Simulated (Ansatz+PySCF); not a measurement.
Results of a calculation; reference values are marked as such.
## PySCF 2.14.0 run

```python
from pyscf import gto, scf

mol = gto.M(atom="""
Al 0.000000 0.000000 0.000000
Cl 1.348430 1.348430 1.348430
Cl 1.348430 -1.348430 -1.348430
Cl -1.348430 1.348430 -1.348430
Cl -1.348430 -1.348430 1.348430
""", basis='def2-svp', charge=-1, spin=0)
mf = scf.UHF(mol)
mf.kernel()
print(mf.converged, mf.e_tot, mf.spin_square()[0])
```

The script is written out from the run's settings.

Output:

| Property | Result |
| --- | --- |
| Converged | yes |
| Total energy | -2079.62820 hartree |
| Spin squared of the determinant | 0.000 |
| Cycles | 10 |

Caution: no diffuse functions for an anion.
